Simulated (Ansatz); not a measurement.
Reaction (formal hydrolysis of a C–Si bond): `N#C[SiH2]N[SiH3]` + H₂O → `N#CO` + `[SiH3]N[SiH3]`

Computed with Ansatz on PBE0-D4/def2-TZVP structures; ΔE is electronic, products minus reactants. CBS: MP2 limit from def2 TZ/QZ plus the TZ coupled-cluster correction, frozen cores. This one scheme is used for every species. One conformer a species, not always the lowest.

```json
{"species": "`N#C[SiH2]N[SiH3]`", "CCSD(T)/def2-TZVPP energy (Eh)": "-729.13689"}
{"species": "H₂O", "CCSD(T)/def2-TZVPP energy (Eh)": "-76.33701"}
{"species": "`N#CO`", "CCSD(T)/def2-TZVPP energy (Eh)": "-168.40014"}
{"species": "`[SiH3]N[SiH3]`", "CCSD(T)/def2-TZVPP energy (Eh)": "-637.02113"}
```

(1) Work out ΔE.

Largest T1 diagnostic among the species: 0.014.

Answers

(1) ΔE = (-168.40014) + (-637.02113) − (-729.13689) − (-76.33701) = 0.05263 Eh = +138.2 kJ/mol. CCSD(T)/CBS gives +145.5 kJ/mol.

From PBE to PBE0 (25 % exact exchange), in def2-TZVPP and without D4, ΔE moves by +5.3 kJ/mol. Leaving LDA and LC-ωPBE aside and taking each functional with its dispersion term where it has one, the values, not all of them listed here, spread over 16.5 kJ/mol, from PBE-D4 to ωB97M-V. LDA lies −9.9 kJ/mol from PBE without D4. At CCSD(T), def2-SVP lies −35.2 kJ/mol from the extrapolated value and def2-TZVPP −7.3 kJ/mol.
